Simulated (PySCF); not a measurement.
Compound: C6H7Cl.
Numbering: `[CH2:1]=[CH:2]/[CH:3]=[CH:4]/[CH:5]=[CH:6]/[Cl:7]` (hydrogens: H8, H9 on C1; H10 on C2; H11 on C3; H12 on C4; H13 on C5; H14 on C6)

Method: PBE0-D3(BJ)/def2-SVP geometry optimisation, gas phase (PySCF).

(1) Give the optimised bond lengths and angles.

## Answers

(1) 
```json
{"bond": "C1=C2", "length (Å)": "1.343", "order": "double"}
{"bond": "C2–C3", "length (Å)": "1.446", "order": "single"}
{"bond": "C3=C4", "length (Å)": "1.352", "order": "double"}
{"bond": "C4–C5", "length (Å)": "1.443", "order": "single"}
{"bond": "C5=C6", "length (Å)": "1.343", "order": "double"}
{"bond": "C6–Cl7", "length (Å)": "1.719", "order": "single"}
{"bond": "C1–H8", "length (Å)": "1.094", "order": "single"}
{"bond": "C1–H9", "length (Å)": "1.092", "order": "single"}
{"bond": "C2–H10", "length (Å)": "1.097", "order": "single"}
{"bond": "C3–H11", "length (Å)": "1.097", "order": "single"}
{"bond": "C4–H12", "length (Å)": "1.097", "order": "single"}
{"bond": "C5–H13", "length (Å)": "1.095", "order": "single"}
{"bond": "C6–H14", "length (Å)": "1.093", "order": "single"}
```

Orders are formal, as drawn. A selection of angles:
```json
{"angle": "C2–C1–H8", "degrees": "121.2"}
{"angle": "C2–C1–H9", "degrees": "121.6"}
{"angle": "H8–C1–H9", "degrees": "117.2"}
{"angle": "C1–C2–C3", "degrees": "124.2"}
{"angle": "C1–C2–H10", "degrees": "119.3"}
{"angle": "C3–C2–H10", "degrees": "116.5"}
{"angle": "C2–C3–C4", "degrees": "124.2"}
{"angle": "C2–C3–H11", "degrees": "117.0"}
{"angle": "C4–C3–H11", "degrees": "118.8"}
{"angle": "C3–C4–C5", "degrees": "123.8"}
{"angle": "C3–C4–H12", "degrees": "118.9"}
{"angle": "C5–C4–H12", "degrees": "117.3"}
{"angle": "C4–C5–C6", "degrees": "123.0"}
{"angle": "C4–C5–H13", "degrees": "118.0"}
{"angle": "C6–C5–H13", "degrees": "118.9"}
{"angle": "C5–C6–Cl7", "degrees": "123.4"}
{"angle": "C5–C6–H14", "degrees": "122.9"}
{"angle": "Cl7–C6–H14", "degrees": "113.7"}
```

Dihedral angles: C1–C2–C3–C4 180° (antiperiplanar); C2–C3–C4–C5 180° (antiperiplanar); C3–C4–C5–C6 180° (antiperiplanar); C4–C5–C6–Cl7 180° (antiperiplanar).

The 7 heavy atoms lie in one plane (0.000 Å rms). Of the pairs four or more bonds apart, H10···H12 is among the closest relative to their van der Waals radii: 2.47 Å, 103 % of the sum of Bondi's values. The C–C distances run from 1.343 Å (C1=C2, drawn double) to 1.446 Å (C2–C3, drawn single), a spread of 0.103 Å.

Point group: Cs (every atom within 0.08 Å of its image). Stationary, but not proved a minimum. One conformer, not necessarily the lowest.
